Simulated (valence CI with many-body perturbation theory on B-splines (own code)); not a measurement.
W LXII: electric-dipole lines

Method: valence CI with perturbative core correlation (CI+MBPT): three valence electrons over a frozen Dirac-Fock core [Ne], a basis of 11 s, 11 p, 10 d, 8 f, 5 g, 2 h functions for each j, with the one-electron correlation potential Σ1 (screened to all orders), the two-electron term Σ2, the three-electron term Σ3, Breit, model QED; selected single and double excitations, second order for the rest, scaled by the run's own slope (own B-spline code, finite nucleus).

The last digits are not significant, and no measured levels were compared; by estimate large intervals hold to a few tenths of a per cent, small ones and those within an open d or f shell to about a per cent.

Lines 201 to 250 of 591 in falling wavelength, among levels below 3280.8 eV, chosen from the strongest by gf and those to the six lowest levels. Wavelengths and rates use the calculated energies. Electric multipoles are in the length gauge with retardation, E1 and E2 with the static RPA response of the core. Weak lines are less certain than strong ones. Lines between different terms over intervals too small for the method are left out, as are lines whose strength nearly cancels. The highest levels of a list are the least certain.

Levels are named by their leading jj configuration (3d3/2^4 stands for four electrons in 3d with j = 3/2), which in mixed levels can hold well under half, so a name can repeat and another be missing. Letters in brackets count levels of one name in rising energy.

```
λ vac (Å)                          Upper                          Lower   A (s⁻¹)  log gf  Branch %
    39.07     (3s 3p1/2 3d5/2) J=5/2 [b]         (3s 3p1/2 3p3/2) J=5/2  7.05e+10   -1.01      27.8
    39.06         (3s 3d3/2 3d5/2) J=9/2         (3s 3p3/2 3d3/2) J=7/2  3.35e+11   -0.12      13.5
    38.99                (3d5/2^3) J=9/2         (3p3/2 3d5/2^2) J=11/2  3.92e+10   -1.05       5.2
    38.95          (3d3/2 3d5/2^2) J=9/2  (3p3/2 3d3/2 3d5/2) J=9/2 [a]  1.57e+11   -0.45       8.0
    38.73             (3s 3d5/2^2) J=5/2     (3s 3p3/2 3d5/2) J=5/2 [a]  4.03e+11   -0.26      52.9
    38.69      (3d3/2 3d5/2^2) J=5/2 [b]  (3p3/2 3d3/2 3d5/2) J=5/2 [b]  1.36e+11   -0.74       6.5
    38.48         (3s 3p1/2 3d5/2) J=3/2         (3s 3p1/2 3p3/2) J=5/2  1.98e+10   -1.75       3.0
    38.45             (3s 3d5/2^2) J=3/2     (3s 3p3/2 3d5/2) J=3/2 [a]  2.19e+11   -0.71      23.3
    38.22                (3d5/2^3) J=3/2      (3p3/2 3d5/2^2) J=5/2 [a]  2.57e+11   -0.65      27.6
    38.09     (3s 3d3/2 3d5/2) J=7/2 [b]         (3s 3p3/2 3d3/2) J=7/2  6.38e+10   -0.95       3.1
    37.80     (3s 3d3/2 3d5/2) J=5/2 [b]     (3s 3p3/2 3d3/2) J=5/2 [a]  8.24e+10   -0.98       2.6
    37.74             (3s 3d5/2^2) J=9/2         (3s 3p3/2 3d5/2) J=9/2  1.82e+11   -0.41      27.9
    37.62     (3s 3p3/2 3d5/2) J=7/2 [b]             (3s 3p3/2^2) J=5/2  2.41e+11   -0.39      10.1
    37.23      (3p3/2 3d5/2^2) J=7/2 [b]          (3p3/2^2 3d5/2) J=7/2  2.43e+11   -0.39       9.7
    37.07                (3d5/2^3) J=5/2      (3p3/2 3d5/2^2) J=7/2 [a]  1.03e+11   -0.90      10.6
    36.95     (3s 3p1/2 3d5/2) J=5/2 [b]     (3s 3p1/2 3p3/2) J=3/2 [a]  5.91e+09   -2.14       2.3
    36.68      (3p3/2 3d5/2^2) J=3/2 [b]          (3p3/2^2 3d5/2) J=1/2  1.59e+11   -0.89       5.8
    36.42         (3s 3p1/2 3d5/2) J=3/2     (3s 3p1/2 3p3/2) J=3/2 [a]  4.94e+10   -1.41       7.5
    25.89  (3p3/2 3d3/2 3d5/2) J=9/2 [b]             (3s 3d5/2^2) J=9/2  9.52e+10   -1.02       2.8
    25.45          (3p3/2^2 3d5/2) J=7/2     (3s 3p3/2 3d5/2) J=5/2 [b]  5.34e+11   -0.38      14.6
    24.89  (3p3/2 3d3/2 3d5/2) J=7/2 [a]     (3s 3d3/2 3d5/2) J=7/2 [b]  1.85e+11   -0.86       5.4
    24.79      (3p3/2 3d5/2^2) J=5/2 [a]             (3s 3d5/2^2) J=3/2  5.60e+11   -0.51      26.1
    24.76     (3s 3p1/2 3p3/2) J=3/2 [a]             (3s^2 3p1/2) J=1/2  1.17e+10   -2.37      83.7
    24.63          (3p3/2^2 3d5/2) J=1/2     (3s 3p3/2 3d5/2) J=3/2 [b]  9.95e+11   -0.74      24.4
    24.48      (3p3/2 3d5/2^2) J=5/2 [a]             (3s 3d5/2^2) J=7/2  4.88e+11   -0.58      22.7
    24.45     (3s 3p3/2 3d5/2) J=5/2 [a]             (3s^2 3d5/2) J=5/2  3.96e+11   -0.67      51.3
    24.42  (3p3/2 3d3/2 3d5/2) J=3/2 [a]     (3s 3d3/2 3d5/2) J=3/2 [b]  4.43e+11   -0.80      11.7
    24.41      (3p3/2 3d5/2^2) J=7/2 [a]             (3s 3d5/2^2) J=7/2  3.21e+11   -0.64      16.5
    24.39          (3p3/2^2 3d3/2) J=1/2     (3s 3p3/2 3d3/2) J=1/2 [b]  1.33e+12   -0.63      23.9
    24.36          (3p3/2^2 3d5/2) J=9/2     (3s 3p3/2 3d5/2) J=7/2 [b]  1.85e+12    0.22      53.8
    24.33          (3p3/2^2 3d5/2) J=7/2     (3s 3p3/2 3d5/2) J=7/2 [b]  3.97e+11   -0.55      10.8
    24.27          (3p3/2 3d5/2^2) J=9/2             (3s 3d5/2^2) J=7/2  5.28e+11   -0.33      24.6
    24.18             (3s 3p3/2^2) J=5/2             (3s^2 3p3/2) J=3/2  6.97e+11   -0.44      99.9
    24.16  (3p3/2 3d3/2 3d5/2) J=5/2 [b]     (3s 3d3/2 3d5/2) J=5/2 [b]  7.74e+11   -0.39      21.2
    24.12  (3p1/2 3p3/2 3d5/2) J=3/2 [a]         (3s 3p1/2 3d5/2) J=3/2  8.08e+11   -0.55      50.4
    24.10      (3p3/2 3d5/2^2) J=5/2 [a]             (3s 3d5/2^2) J=5/2  6.54e+11   -0.47      30.4
    24.05          (3p3/2^2 3d3/2) J=7/2     (3s 3p3/2 3d3/2) J=5/2 [b]  2.66e+12    0.27      52.7
    24.04          (3p1/2 3p3/2^2) J=3/2         (3s 3p1/2 3p3/2) J=1/2  1.19e+12   -0.38      37.4
    24.03     (3s 3p3/2 3d5/2) J=7/2 [a]             (3s^2 3d5/2) J=5/2  1.30e+11   -1.04      24.5
    24.02      (3p3/2 3d5/2^2) J=7/2 [a]             (3s 3d5/2^2) J=5/2  1.20e+12   -0.08      61.8
    24.02     (3p3/2 3d3/2 3d5/2) J=11/2         (3s 3d3/2 3d5/2) J=9/2  2.16e+12    0.35      78.8
    23.98      (3p3/2^2 3d3/2) J=3/2 [a]     (3s 3p3/2 3d3/2) J=3/2 [b]  8.51e+11   -0.53      15.6
    23.96  (3p3/2 3d3/2 3d5/2) J=9/2 [a]     (3s 3d3/2 3d5/2) J=7/2 [a]  1.32e+12    0.05      41.3
    23.95         (3p3/2 3d5/2^2) J=11/2             (3s 3d5/2^2) J=9/2  1.51e+12    0.19      88.8
    23.95  (3p3/2 3d3/2 3d5/2) J=7/2 [b]     (3s 3d3/2 3d5/2) J=7/2 [b]  8.53e+11   -0.23      25.5
    23.93  (3p3/2 3d3/2 3d5/2) J=7/2 [b]     (3s 3d3/2 3d5/2) J=5/2 [b]  9.82e+11   -0.17      29.3
    23.88     (3s 3p3/2 3d5/2) J=3/2 [a]             (3s^2 3d5/2) J=5/2  2.46e+11   -1.07      29.7
    23.85      (3p3/2 3d5/2^2) J=3/2 [a]             (3s 3d5/2^2) J=1/2  9.42e+11   -0.49      43.0
    23.84      (3p3/2^2 3d5/2) J=5/2 [a]     (3s 3p3/2 3d5/2) J=3/2 [b]  1.38e+12   -0.15      37.4
    23.83  (3p3/2 3d3/2 3d5/2) J=7/2 [a]     (3s 3d3/2 3d5/2) J=5/2 [a]  9.46e+11   -0.19      27.8
```
